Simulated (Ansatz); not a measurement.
A nudged elastic band was laid between two geometries of CH4OSSi (8 atoms, charge 0, multiplicity 1).

These are results of RKS PBE-D4/def2-SVP in Ansatz 0.2.0, not measurements.

```json
{"movable images": "9", "climbing image": "yes", "spring": "5.0 eV/Å²", "optimiser": "quadratic models (default)", "start path": "IDPP", "force threshold": "0.03 eV/Å", "iteration limit": "60", "end points": "relaxed"}
```

Initial state:

```xyz
8
Properties=species:S:1:pos:R:3
Si -0.765 0.879 0.376
O -0.246 -0.386 -0.672
C 0.891 -1.085 -0.514
S 1.347 -2.316 -1.475
H -1.177 0.294 1.696
H 0.357 1.858 0.571
H -1.924 1.503 -0.329
H 1.518 -0.747 0.347
```

Final state:

```xyz
8
Properties=species:S:1:pos:R:3
Si -0.703 0.846 0.349
O -0.219 -0.321 -0.869
C 0.819 -1.111 -0.615
S 1.712 -1.098 0.761
H -1.149 0.153 1.598
H 0.387 1.843 0.588
H -1.865 1.487 -0.346
H 1.019 -1.799 -1.464
```

Task: What changes between the two ends?

Result: No bond is made or broken. The dihedral Si1–O2–C3–S4 goes from 178 to 0°.

Task: What energy profile does the band end with?

Result: It converged. The highest image is number 4 of 0 to 10, 0.126 eV above the first end and 0.448 eV above the last; the last end lies 0.322 eV below the first. A structure lower than the first end lies on the path between it and the top, so the climb from that side starts below the end, which may itself be a saddle point or a shallow side well. A vibrational analysis at the climbing image gives one clearly imaginary mode, 127i cm⁻¹: a first-order saddle point.

```json
{"image": "0", "path coordinate (Å)": "0.00", "energy (eV)": "0.000", "dihedral Si1–O2–C3–S4 (°)": "178"}
{"image": "1", "path coordinate (Å)": "0.54", "energy (eV)": "-0.005", "dihedral Si1–O2–C3–S4 (°)": "177"}
{"image": "2", "path coordinate (Å)": "1.09", "energy (eV)": "0.012", "dihedral Si1–O2–C3–S4 (°)": "158"}
{"image": "3", "path coordinate (Å)": "1.63", "energy (eV)": "0.081", "dihedral Si1–O2–C3–S4 (°)": "130"}
{"image": "4", "path coordinate (Å)": "2.18", "energy (eV)": "0.126", "dihedral Si1–O2–C3–S4 (°)": "100"}
{"image": "5", "path coordinate (Å)": "2.70", "energy (eV)": "0.065", "dihedral Si1–O2–C3–S4 (°)": "66"}
{"image": "6", "path coordinate (Å)": "3.23", "energy (eV)": "-0.084", "dihedral Si1–O2–C3–S4 (°)": "29"}
{"image": "7", "path coordinate (Å)": "3.75", "energy (eV)": "-0.154", "dihedral Si1–O2–C3–S4 (°)": "5"}
{"image": "8", "path coordinate (Å)": "4.27", "energy (eV)": "-0.195", "dihedral Si1–O2–C3–S4 (°)": "3"}
{"image": "9", "path coordinate (Å)": "4.80", "energy (eV)": "-0.272", "dihedral Si1–O2–C3–S4 (°)": "3"}
{"image": "10", "path coordinate (Å)": "5.32", "energy (eV)": "-0.322", "dihedral Si1–O2–C3–S4 (°)": "0"}
```

Task: What is the geometry of the highest image?

Result: 
```xyz
8
Properties=species:S:1:pos:R:3
Si -0.824 0.826 0.412
O -0.039 -0.161 -0.731
C 1.032 -0.968 -0.633
S 0.975 -2.586 -0.466
H -1.330 -0.025 1.540
H 0.135 1.858 0.938
H -1.944 1.469 -0.340
H 1.995 -0.413 -0.720
```

Time of the run: 5.7 min on 1 CPU thread of a shared host.
